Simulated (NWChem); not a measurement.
## CHF$_{2}$ (+1) in NWChem

```xyz
4

F      1.0521     0.0000    -0.2206
C      0.0000     0.0000     0.4088
F     -1.0521     0.0000    -0.2206
H      0.0000     0.0000     1.5176
```
Charge +1, spin multiplicity 1.

Everything below was run with NWChem. The geometry was optimised at PBE0/def2-SVP, a minimum by its harmonic frequencies.

Symmetry labels belong to the abelian group C2v used in the runs, with the axes of the coordinates shown.

The spin multiplicity of the parent species was assumed, not shown to be that of its ground state. The structure started from a generated list of species.

**Question.** List the lowest 6 singlet excitations that TD-PBE/aug-cc-pVDZ gives, with oscillator strengths.

**Answer.** 
| state | symmetry | energy (eV) | wavelength (nm) | f |
|---|---|---|---|---|
| 1 | b2 | 7.31 | 170 | 0.005 |
| 2 | a2 | 7.64 | 162 | 0.000 |
| 3 | b1 | 10.02 | 124 | 0.115 |
| 4 | b2 | 12.16 | 102 | 0.005 |
| 5 | a2 | 12.35 | 100 | 0.000 |
| 6 | a1 | 12.49 | 99 | 0.044 |
